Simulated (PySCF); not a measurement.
An unknown gives this computed stick spectrum. The calculation used PySCF 2.14.0, density-fitted response routines, TDDFT CAM-B3LYP/def2-SVPD, vertical, gas phase, core orbitals frozen in the response. Geometries: PBE0-D3(BJ)/def2-SVP, one conformer each.

```csv
state,E (eV),f
S1,5.24,0.0074
S2,5.89,0.022
S3,5.93,0.0002
S4,6.66,0.0076
S5,6.69,0.594
S6,6.75,0.553
```

Question: Which candidate is it?
A. `Oc1cccc2c1CC2`
B. `C1CC[C@@H]2C[C@H]1CC2`
C. `O=CCc1ccccc1`

Answer: A. Its S1 lies at 5.24 eV; the nearest of the others has S1 at 4.27 eV. S1 is HOMO→LUMO (65%), HOMO-1→LUMO+1 (33%). Löwdin shares by element: HOMO carbon 50% or more, oxygen 17% (atoms not listed hold the other 33%); LUMO carbon 68% or more (atoms not listed hold the other 32%). At the same level the other candidates give, for their lowest levels:
- `C1C[C@@H]2CC[C@H](C1)C2`: 8.13 eV (f 0.004); 8.20 eV (f 0.000); 8.38 eV (f 0.000); 8.56 eV (f 0.014); 8.73 eV (f 0.015); T1 7.92 eV; HOMO -9.60, LUMO 1.29 eV
- `O=CCc1ccccc1`: 4.27 eV (f 0.003); 5.36 eV (f 0.002); 5.95 eV (f 0.049); 6.47 eV (f 0.119); 6.63 eV (f 0.289); T1 3.68 eV; HOMO -8.49, LUMO 0.04 eV

The values belong to the conformer `[OH:1][c:2]1[cH:3][cH:4][cH:5][c:6]2[c:7]1[CH2:8][CH2:9]2`: H–O1–C2–C3 0°.
Triplets come from the Tamm–Dancoff approximation.

Without π bonds the low states may be Rydberg-like; a valence basis with one diffuse set may place them up to an eV too high.
